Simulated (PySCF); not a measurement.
A PySCF script (with the pyscf-properties extension) for the NMR shieldings of `CB(CC(=O)O)N=C(C)C`, C$_{6}$H$_{12}$BNO$_{2}$, on a GFN2-xTB geometry:

```python
import basis_set_exchange as bse
import numpy as np
from pyscf import gto, dft
from pyscf.prop import nmr

atoms = """
C    -1.321649   -1.995541   -0.685857
B    -0.782968   -0.729168    0.109295
C    -1.828899    0.234652    0.894856
C    -2.145794    1.342600   -0.044874
O    -1.500675    2.347985   -0.212548
O    -3.255375    1.096351   -0.771583
N     0.513821   -0.393279    0.145114
C     1.683039    0.036817    0.143428
C     2.690837   -0.412896    1.160113
C     2.161529    1.019983   -0.883082
H    -2.173067   -1.725741   -1.306489
H    -1.667849   -2.761715    0.005608
H    -0.567746   -2.447799   -1.324823
H    -2.741871   -0.296738    1.149481
H    -1.368710    0.652756    1.787126
H    -3.405506    1.818228   -1.400927
H     2.970531    0.429051    1.791757
H     2.280641   -1.203549    1.782327
H     3.590132   -0.770719    0.662168
H     1.314694    1.488721   -1.375951
H     2.777226    1.783512   -0.413911
H     2.767248    0.505873   -1.628553
"""
names = dict.fromkeys(["C", "B", "O", "N", "H"], "pcSseg-1")
basis = {el: gto.basis.parse(bse.get_basis(n, elements=[el], fmt="nwchem")) for el, n in names.items()}
mol = gto.M(atom=atoms, basis=basis, charge=0, verbose=0)
mf = dft.RKS(mol, xc="PBE0")
mf.grids.level = 2
mf.grids.alignment = dft.numint.BLKSIZE   # the property module wants whole blocks of grid points
mf.conv_tol = 1e-9
mf.kernel()

calc = nmr.RKS(mf)   # GIAO
C = mf.mo_coeff
Co = C[:, mf.mo_occ > 0]
resp = mf.gen_response(singlet=True, hermi=2)
def vind(x):   # induced exchange potential for any number of trial vectors
    d = np.einsum("pi,xij,qj->xpq", C, 2 * x.reshape(-1, C.shape[1], Co.shape[1]), Co, optimize=True)
    return np.einsum("xpq,pi,qj->xij", resp(d - d.transpose(0, 2, 1)), C, Co, optimize=True).ravel()
mo1, _ = nmr.rhf.solve_mo1(calc, with_cphf=vind)
sigma = calc.kernel(mo1)
for i, s in enumerate(sigma):   # ppm
    print("%2d %-2s %9.2f" % (i, mol.atom_pure_symbol(i), np.trace(s) / 3))
```

Question: What are the results?

Answer: 
```
 0 C     183.38
 1 B      75.74
 2 C     156.36
 3 C       7.21
 4 O     -89.47
 5 O     118.67
 6 N    -119.02
 7 C      28.11
 8 C     156.97
 9 C     158.80
10 H      30.92
11 H      31.20
12 H      31.40
13 H      29.54
14 H      29.78
15 H      25.99
16 H      29.50
17 H      29.86
18 H      29.64
19 H      29.59
20 H      29.79
21 H      29.64
```

These numbers come from an equivalent density-fitted implementation of the same equations, which agrees with the script to about 0.01 ppm for H and up to a few tenths of a ppm for heavy atoms, so last digits may differ.

Size and cost of the density-fitted run: 230 basis functions, 110 s wall time on 1 thread of an Arm Neoverse N1, shared host; peak memory 1.1 GiB.
